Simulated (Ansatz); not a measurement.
Reaction (formal hydrolysis of a Ge–O bond): `CC(=S)[O][GeH3]` + H₂O → `[OH][GeH3]` + `CC(O)=S`

Calculated with Ansatz (gas phase, PBE0-D4/def2-TZVP geometries, no zero-point term in ΔE). CCSD(T)/CBS is the MP2 limit (def2-TZVPP, def2-QZVPP) plus CCSD(T) − MP2 in def2-TZVPP, frozen cores. This one scheme is used for every species. Functionals use def2-TZVPP. For Ge outer-core shells are correlated without core-valence functions, which leaves a few kJ/mol of doubt a bond. Scalar relativity is left out up to krypton. Each species was taken in one conformer, which may not be the lowest.

Problem. Is it downhill or uphill in electronic energy at CCSD(T)/CBS, and by how much? (An estimate is asked.)

Solution. Computed: Downhill: ΔE = -0.18 eV.

Problem. What do these levels give: r2SCAN0-D4, r2SCAN, CAM-B3LYP, MP2/def2-SVP, CCSD(T)/def2-SVP, HF/def2-QZVPP? (Estimate.)

Solution. Computed: r2SCAN0-D4 -0.27, r2SCAN -0.29, CAM-B3LYP -0.32, MP2/def2-SVP -0.31, CCSD(T)/def2-SVP -0.31, HF/def2-QZVPP -0.34 eV.

Problem. What do rigid-rotor, harmonic-oscillator terms from PBE0-D4/def2-TZVP frequencies (298.15 K, 1 bar) make of the CCSD(T)/CBS value? (An estimate is asked.)

Solution. The calculation gave: ΔZPE = +0.07 eV, ΔH = -0.16 eV, ΔS = 14 J/(mol·K), ΔG = -0.20 eV.

Largest T1 diagnostic among the species: 0.017.

In def2-TZVPP, CCSD(T) changes the Hartree–Fock value by +0.14 eV (the triples alone add +0.02 eV) and MP2 by +0.15 eV. The D4 term adds +0.10 eV with B3LYP and +0.06 eV with PBE0; it sums over pairs of atoms, weighted by their polarisabilities, and B3LYP, whose exchange is more repulsive, gets the larger term. Leaving LDA and LC-ωPBE aside and taking each functional with its dispersion term where it has one, the values, not all of them listed here, spread over 0.07 eV, from B2PLYP to BLYP-D4. LDA lies +0.04 eV from PBE without D4.

B3LYP here is the variant with VWN-RPA as its local correlation; programs differ in this.
